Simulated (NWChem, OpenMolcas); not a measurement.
# OpenMolcas → NWChem

This OpenMolcas 26.06 job computes CBrClF2 (SMILES FC(F)(Cl)Br):

test.inp:
```
* CBrClF2 Kohn-Sham DFT
>>> EXPORT MOLCAS_PRINT=2

&gateway
  baslib
  $CurrDir
  coord
  5
  angstrom
  F       -1.436393       0.058368       1.036888
  C       -0.019800      -0.087100       0.067100
  F        0.823600      -0.897500       0.690400
  Cl      -0.444800      -0.770600      -1.492300
  Br       0.800400       1.656800      -0.119700
  basis
  cc-pVDZ
  group
  NoSym

&seward
  gridinput
  Grid=UltraFine
  End of Grid

&scf
  ksdft
  B3LYP
  thresholds
  1e-10 1e-07 1e-07 1e-05
  prorbitals
  1
```

```bash
$ export MOLCAS_MEM=1860
$ pymolcas test.inp > test.log
```

(Basis files named in the input come from the Basis Set Exchange and aren't shown.)

The F1–C2 distance was set to 1.723 Å, away from the relaxed value.

It gives a total energy of -3272.105494 Eh.

Question: How is this level of theory, on these atoms, set up in NWChem 7.3.0 as an input file of the program's own?

Answer: One way, which was run:

job.nw:
```
start job
title "CBrClF2 B3LYP"
memory 2200 mb

geometry units angstroms noautosym nocenter noautoz
  F       -1.436393       0.058368       1.036888
  C       -0.019800      -0.087100       0.067100
  F        0.823600      -0.897500       0.690400
  Cl      -0.444800      -0.770600      -1.492300
  Br       0.800400       1.656800      -0.119700
end

basis "ao basis" spherical bse
  * library cc-pVDZ
end

dft
  xc b3lyp
  grid xfine
  convergence energy 1e-08
  maxiter 100
  mulliken
  noprint "final vectors analysis"
end

task dft energy
```

```bash
$ nwchem job.nw > job.out
```

Its energy is -3272.105494 Eh, 0.000 mEh from the first.
